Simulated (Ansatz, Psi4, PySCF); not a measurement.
C2H8N (SMILES CC[NH3+]), charge +1, singlet, at a GFN2-xTB geometry. Base run: CCSD(T)/STO-3G (PySCF).

Input for PySCF:
```python
from pyscf import gto, scf, cc

mol = gto.Mole()
mol.atom = '''
    C     1.242363   -0.397501   -0.003229
    C     0.104878    0.602170    0.010315
    N    -1.207868   -0.122818   -0.005342
    H     2.189650    0.133330    0.008197
    H     1.215410   -1.041569    0.872132
    H     1.220246   -1.012061   -0.899685
    H     0.148359    1.250307   -0.865745
    H     0.143518    1.220773    0.907695
    H    -1.274177   -0.738352    0.816913
    H    -1.269633   -0.710625   -0.847987
    H    -2.001747    0.529910    0.003362
'''
mol.basis = 'sto-3g'
mol.charge = 1
mol.spin = 0
mol.verbose = 4
mol.build()

mf = scf.RHF(mol)
mf.kernel()

mycc = cc.CCSD(mf)
mycc.kernel()
et = mycc.ccsd_t()
print('E(CCSD(T)) = %.10f' % (mycc.e_tot + et))
```

The same geometry, method and basis name were run in Ansatz (a quantum-chemistry and plane-wave program) and Psi4 and PySCF, at each program's defaults and at the settings that a row names. The base is PySCF at its defaults. Differences at the defaults can come from grids, fitting, cores and function types together.

| code and settings | ΔE vs base (µEh) | basis functions | E (Eh) | SCF cycles |
|---|---|---|---|---|
| PySCF, defaults (exact integrals, spherical functions, all electrons correlated) | 0.0 | 23 | -133.26306 | 8 |
| Psi4, defaults (exact integrals, spherical functions, all electrons correlated) | 0.0 | 23 | -133.26306 | 9 |
| Ansatz, defaults (factorised integrals, spherical functions, frozen core) | 1137 | 23 | -133.26193 | - |
| PySCF, frozen core | 1127 | 23 | -133.26194 | 8 |
| Psi4, exact integrals, spherical functions, frozen core | 1127 | 23 | -133.26194 | 9 |
| Ansatz, high accuracy, frozen core | 1127 | 23 | -133.26194 | - |
